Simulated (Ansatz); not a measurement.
`Cl[SiH](Cl)[GeH3]` + `C#CB(C)C` → `C[B](C)[GeH3]` + `C#C[SiH](Cl)Cl`  (redistribution)

Isolated molecules relaxed with PBE0-D4/def2-TZVP in Ansatz; ΔE leaves out vibrations. CCSD(T)/CBS adds triple-zeta CCSD(T) − MP2 to the extrapolated MP2 energy (def2 sets, frozen cores). DFT in def2-TZVPP. For Ge outer-core shells are correlated without core-valence functions, which leaves a few kJ/mol of doubt a bond. Scalar relativity is left out up to krypton.

Task: Is it downhill or uphill in electronic energy at CCSD(T)/CBS, and by how much? (An estimate is asked.)

Result: Computed: Uphill: ΔE = +0.41 eV.

Task: What do these levels give: ωB97M-V, revPBE, r2SCANh, BHLYP, HF/def2-QZVPP, MP2/def2-QZVPP? (An estimate is asked.)

Result: Ansatz gave: ωB97M-V 0.46, revPBE 0.54, r2SCANh 0.49, BHLYP 0.50, HF/def2-QZVPP 0.48, MP2/def2-QZVPP 0.39 eV.

Largest T1 diagnostic among the species: 0.012.

Leaving LDA and LC-ωPBE aside and taking each functional with its dispersion term where it has one, the values, not all of them listed here, spread over 0.08 eV, from ωB97M-V to PBE-D4. At CCSD(T), def2-SVP lies +0.04 eV from the extrapolated value and def2-TZVPP −0.01 eV.
